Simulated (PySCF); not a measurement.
H5NO2SSiW, multiplicity 1. Atoms are numbered in the order given.

```xyz
11

W      0.0990     0.3579     0.2402
O      1.4837     1.3064    -0.1030
S      0.5383    -1.1190     1.7524
N     -1.2562     1.5589     0.9430
H     -1.9601     1.3036     1.6330
H     -1.2372     2.5661     0.7916
O     -0.4938    -0.5046    -1.3258
Si    -0.6876    -1.6925    -2.4946
H     -2.0492    -1.5481    -3.0766
H     -0.5375    -3.0283    -1.8559
H      0.3433    -1.5046    -3.5505
```

Geometry optimised at B3LYP-D3(BJ)/def2-SVP. The multiplicity is an assumed one; no other spin state was optimised. The structure was generated by enumeration; whether it is a known compound was not checked. The def2 effective core potentials stand for the cores of W; spin–orbit coupling is left out. One conformer was computed; it need not be the lowest.

Method: B3LYP/def2-TZVP (PySCF).

The molecule is in vacuum.

Computed frontier levels, gap, dipole moment and polarisability:
| Property | Result |
|---|---|
| highest occupied level | -7.16 eV |
| lowest empty level | -2.37 eV |
| orbital gap | 4.78 eV |
| dipole moment | 3.84 D |
| quadrupole, principal values (traceless, Buckingham form, about the centre of nuclear charge) | -8.43, -6.92, 15.35 D·Å |
| mean static polarisability | 99.9 bohr³ (14.81 Å³) |
| polarisability, principal values | 84.4, 103.5, 111.9 bohr³ |
